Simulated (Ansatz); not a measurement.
Start from `C#CB(Cl)Cl` and change one atom or group to get `N#CB(Cl)Cl`.

Ansatz, PBE0-D4/def2-TZVP geometries, multiplicity 1. 

```
                             property  `C#CB(Cl)Cl`
  LUMO energy (B3LYP/def2-TZVPP) / eV         -2.48
   LUMO energy (PBE0/def2-TZVPP) / eV         -2.33
HOMO energy (ωB97M-V/def2-TZVPP) / eV        -10.84
LUMO energy (ωB97M-V/def2-TZVPP) / eV         -0.25
   HOMO energy (PBE0/def2-TZVPP) / eV         -8.60
  HOMO energy (B3LYP/def2-TZVPP) / eV         -8.33
```

**Question.** What does the change do to each property? (An estimate is asked.)

**Answer.** Computed: 
| property | `N#CB(Cl)Cl` | shift |
| --- | --- | --- |
| LUMO energy (B3LYP/def2-TZVPP) / eV | -3.25 | -0.77 |
| LUMO energy (PBE0/def2-TZVPP) / eV | -3.09 | -0.76 |
| HOMO energy (ωB97M-V/def2-TZVPP) / eV | -12.06 | -1.22 |
| LUMO energy (ωB97M-V/def2-TZVPP) / eV | -0.94 | -0.69 |
| HOMO energy (PBE0/def2-TZVPP) / eV | -9.80 | -1.20 |
| HOMO energy (B3LYP/def2-TZVPP) / eV | -9.50 | -1.17 |

With PBE0 the HOMO falls by 1.20 eV and the LUMO falls by 0.76 eV, so the gap widens by about 0.44 eV. PBE moves the HOMO by -1.06 eV and ωB97M-V by -1.22 eV. The zero-point energy changes by -28.1 kJ/mol with -3 modes.

B3LYP here is the variant with VWN-RPA as its local correlation; programs differ in this.
